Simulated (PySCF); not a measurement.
**Electronic structure of S (sulfur, neutral) at the UHF level**

Configuration: [Ne] 3s1 3p4 3d1, one real determinant (an excited configuration). Calculation: PySCF 2.14, in dyall-acv3z; scalar relativity by spin-free X2C-1e.

* Total energy: -397.919990 hartree
* One-electron energy: -547.8341 hartree
* Hartree (Coulomb) energy: 174.9991 hartree
* Exchange energy: -25.0850 hartree
* ⟨S²⟩: 6.0178
* ⟨L²⟩: 8.047
* Sum of ⟨r⟩: 16.45 bohr
* Sum of ⟨r²⟩: 35.16 bohr²
* Traceless quadrupole moment −½Σ⟨3z² − r²⟩ along its main axis: 1.34 e·bohr²
* Langevin diamagnetic susceptibility: -27.8 ×10⁻⁶ cm³/mol

```
shell  electrons  mean orbital energy (eV)  spread (eV)  rms radius, mean of both spins (bohr)
 1s α          1                   -2517.3            0                                  0.112
 1s β          1                   -2516.1            0                                  0.112
 2s α          1                   -251.72            0                                  0.516
 2s β          1                   -249.96            0                                  0.516
 2p α          3                   -187.50        0.438                                  0.490
 2p β          3                   -185.85        0.600                                  0.490
 3s α          1                   -31.552            0                                   1.77
 3p α          3                   -16.654        2.044                                   2.14
 3p β          1                   -10.268            0                                   2.14
 3d α          1                    -1.628            0                                   3.41
```

⟨L²⟩ = 8.05 against 12 for a pure F term, so this real determinant mixes terms. The outer electron is Rydberg-like, and this basis confines it to a smaller radius and binds it less than a complete one would.

Densities and radii are taken from the X2C orbitals without a picture-change correction, which distorts them close to the nucleus.

Spin-orbit constants ζ (cm⁻¹) from the X2C one-electron operator on these orbitals: bare nucleus, nucleus screened by l(l+1)(2l+1)/3 electrons, and screened by the Breit-Pauli mean field of the electrons.

| shell | bare | screened nucleus | mean field |
| --- | --- | --- | --- |
| 2p | 7508 | 6570 | 6147 |
| 3p | 530.2 | 463.9 | 428.7 |
| 3d | 14.67 | 5.503 | 3.382 |

To first order the Landé constant is A = -35.16 cm⁻¹, so the lowest level has J = 5 and lies 0.0262 eV below the centre of the term. This holds in LS coupling only.
